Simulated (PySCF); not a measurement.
Vertical excitations of a molecule C₄H₆BF from TDDFT-PBE/def2-SVPD in PySCF, as energy in eV (oscillator strength): 4.63 (0.000), 5.17 (0.001), 5.65 (0.081), 5.92 (0.008), 6.44 (0.000), 6.88 (0.001), 6.96 (0.047), 7.10 (0.032), 7.17 (0.000), 7.48 (0.016). Lowest triplet (TDA): 4.21 eV. Coordinates come from a PBE-D3(BJ)/def2-SVP optimisation. Other conformers were not sampled.

Q: Identify the compound among the candidates.
A. C#CB(F)CC
B. CB1C=C(F)C1
C. CC1=CB(F)C1
D. CB1CC=C1F

A: A, C#CB(F)CC
